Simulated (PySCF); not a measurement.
Point groups of optimised structures. Theory: PBE0/pcSseg-1 in PySCF (dipole) on a GFN2-xTB geometry, gas phase. The symmetry is that of the one conformer found, every atom within 0.08 Å of its image; none is proved a minimum here.

Question: `[CH2:1]=[C:2]([C:3]#[C:4][C:5]([F:6])([F:7])[F:8])[CH:9]=[O:10]` with C1–C2–C9–O10 0°: symmetry, top, dipole?

Answer: C1; near-prolate asymmetric top; symmetry number 1; this conformer is chiral (no improper operation); dipole 1.73 D; A, B, C = 3256, 518.9, 485.5 MHz.

Question: `[CH3:1]/[CH:2]=[CH:3]/[CH2:4][Si:5]([OH:6])([OH:7])[CH2:8][CH3:9]` with C2–C3–C4–Si5 101°, C3–C4–Si5–O6 55°, C4–Si5–O6–H 62°, C4–Si5–O7–H 70°, C4–Si5–C8–C9 -58°: symmetry, top, dipole?

Answer: C1; near-prolate asymmetric top; symmetry number 1; this conformer is chiral (no improper operation); dipole 1.60 D; A, B, C = 2528, 658.2, 622.5 MHz.

Question: What symmetry has `[O:1]=[C:2]([OH:3])[c:4]1[cH:5][o:6][c:7]([SiH3:8])[cH:9]1` with O1–C2–O3–H 0°, O1–C2–C4–C5 180°, H–Si8–C7–O6 -60° (nearest H)?

Answer: Cs; near-prolate asymmetric top; symmetry number 1; 2 operations, which sort the 15 atoms into 14 sets; dipole 1.54 D, in the ab plane, which is the mirror; heavy atoms equivalent by symmetry: none.
